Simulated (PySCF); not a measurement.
Simulation results for CH₅BGeSi

Calculation on a computer-drawn molecule: optimised geometry and harmonic frequencies of an isolated molecule of the commonest isotopes, restricted reference for singlets and unrestricted otherwise, frozen core in MP2; on germanium a core potential holds 10 electrons, which the energies leave out, and 3d is frozen in MP2 and coupled-cluster steps. Program: PySCF 2.14.0.

### CH₅BGeSi

Start structure:
```xyz
9
CH5BGeSi
Si     1.8535     0.3912     1.9302
B      0.3574     0.4056     0.8417
C     -0.4910    -0.3305     0.0017
Ge    -0.0851    -2.1781    -0.5288
H      2.2772     1.6375     2.6500
H     -1.4200    -0.0233    -0.4447
H      0.1192    -2.3911    -2.0021
H     -1.1207    -3.1426    -0.1251
H      1.1520    -2.6488     0.2213
```

| Quantity | Value |
| --- | --- |
| charge | 0 |
| multiplicity | 1 |
| method | HF |
| basis | cc-pV(D+d)Z |
| basis and core potential on germanium | cc-pVDZ-PP ECP10MDF |
| rotational constants | 15.26, 1.045, 0.9904 GHz |
| total energy | -647.6608 hartree |
| convergence status largest gradient component | 1.098e-05 hartree/bohr |

Drawn bonds:
```
atom  other atom  order
   1           2      1
   2           3      2
   3           4      1
   1           5      1
   3           6      1
   4           7      1
   4           8      1
   4           9      1
```

Optimised structure:
```xyz
9
CH5BGeSi
Si     2.1738     0.5901     2.1921
B      0.7048     0.0484     0.9646
C     -0.2622    -0.4506     0.0972
Ge    -0.1350    -2.2768    -0.5714
H      1.5767     1.9725     2.3557
H     -1.1103     0.1393    -0.2385
H     -0.0457    -2.2747    -2.1022
H     -1.3747    -3.0791    -0.1582
H      1.1150    -2.9493     0.0049
```

Modes:
```
frequency (cm⁻¹)  reduced mass (dalton)
           67.96                  8.262
           117.7                  1.268
             210                  2.085
           297.1                  3.079
           307.8                  1.389
           466.4                  3.363
           594.6                  1.041
           623.8                  1.648
           641.4                  2.159
           747.6                  1.374
           767.4                  1.609
           931.4                  1.046
           960.4                  1.022
           968.9                  1.028
            1033                  1.208
            1618                  9.656
            2153                  1.041
            2204                  1.024
            2215                  1.023
            2234                  1.012
            3327                  1.089
```
